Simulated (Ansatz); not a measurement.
System: MgI₂, charge -1, multiplicity 2. 
Coordinates optimised at B3LYP-D3(BJ)/def2-TZVP (Ansatz, an electronic-structure program):
```
Mg
I 1 2.7522
I 1 2.7522 2 117.60
```
Charge -1, spin multiplicity 2.

Basis-set convergence of Hartree-Fock and MP2 correlation energies (hartree) with Ansatz. Cores are frozen in the correlated levels unless marked. UHF or UKS for open shells. Spin-orbit coupling is left out. The frozen core is the preceding noble-gas configuration, with the filled d and f shells of earlier blocks. In def2 rows, elements after Kr have scalar-relativistic effective core potentials.

```tsv
basis	functions	E(HF)	E(corr, MP2)
def2-SVPD	91	-793.04972	-0.22903
def2-TZVPPD	153	(withheld)	(withheld)
```

Task: What belongs in the gaps?

Result: 
- def2-TZVPPD, E(HF): -793.13558
- def2-TZVPPD, E(corr, MP2): -0.30218
